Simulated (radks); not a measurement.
Values are calculated unless marked as measured or tabulated.
Problem. Ionisation of the holmium ion Ho+, [Xe] 4f11 6s1, to [Xe] 4f11 as the strength of local exchange is varied. Level of theory: scalar-relativistic Kohn-Sham, Slater X-alpha exchange (alpha = 2/3 is LDA exchange), no correlation, spin-unpolarised, spherical densities, finite nucleus; Fermi nuclear charge, rms radius 5.2022 fm (a radial shooting solver on a logarithmic mesh with Libxc functionals).

| alpha | E(Ho+) (hartree) | exchange (hartree) | IE (eV) | -e of the level emptied (eV) | <r> of it (bohr) |
|---|---|---|---|---|---|
| 0.55 | -12555.3751 | -209.7006 | 10.575 | 7.760 (6s) | 3.795 |
| 0.608 | -12577.6010 | -232.2709 | 10.848 | 8.035 (6s) | 3.750 |
| 0.667 | -12600.2549 | -255.3172 | 11.133 | 8.325 (6s) | 3.703 |
| 0.76 | -12636.0546 | -291.8215 | 11.599 | 8.802 (6s) | 3.630 |
| 0.766 | -12638.3681 | -294.1840 | 11.630 | 8.833 (6s) | 3.625 |
| 0.81 | -12655.3477 | -311.5367 | 11.856 | 9.066 (6s) | 3.591 |
| 0.897 | -12688.9938 | -345.9896 | 12.314 | 9.540 (6s) | 3.525 |
| x | -12641.4535 | -297.3355 | 11.670 | 8.875 (6s) | 3.619 |

Which alpha was used in the last row?

Solution. alpha = 0.774. NIST Atomic Spectra Database: 11.78 eV (semi-empirical). The Delta-SCF value meets it near alpha = 0.80. Spin polarisation and multiplet splitting are left out, so open shells lie too high by an amount that depends on their filling. Spin-orbit splitting is averaged out at the scalar-relativistic level.

Beside tabulated values, note that spin-unpolarised runs miss the spin-polarisation part of the exchange energy of open shells.
